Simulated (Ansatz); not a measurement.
System: C$_{2}$H$_{5}$Cl$_{3}$Si, net charge 0, singlet state. SMILES: [Si](Cl)(Cl)(CC)Cl
Coordinates optimised at B3LYP-D3(BJ)/def2-TZVP (Ansatz, a quantum-chemistry and plane-wave program):
```
C
H 1 1.0939
H 1 1.0939 2 106.54
C 1 1.5327 2 110.98 3 -120.92
H 4 1.0906 1 111.28 2 -60.72
H 4 1.0906 5 107.82 1 122.31
H 4 1.0908 5 107.85 6 116.22
Si 1 1.8535 2 106.80 3 113.87
Cl 8 2.0504 1 110.46 2 -56.85
Cl 8 2.0521 1 110.69 2 -176.93
Cl 8 2.0521 1 110.69 2 63.24
```

Wanted: vertical ionisation energy (to the doublet state of charge +1; each state is the SCF solution reached for its spin), in eV. Correlated levels leave the core frozen unless marked. Open shells are spin-unrestricted. No spin-orbit coupling. No relativistic terms. 

```
level                program  vertical ionisation energy (eV)
-------------------  -------  -------------------------------
PBE/def2-TZVPD        Ansatz                            10.28
r2SCAN/def2-TZVPD     Ansatz                            10.53
B3LYP/def2-TZVPD      Ansatz                            10.76
PBE0/def2-TZVPD       Ansatz                            10.81
BHLYP/def2-TZVPD      Ansatz                            11.12
MP2/aug-cc-pV(D+d)Z   Ansatz                            11.34
```
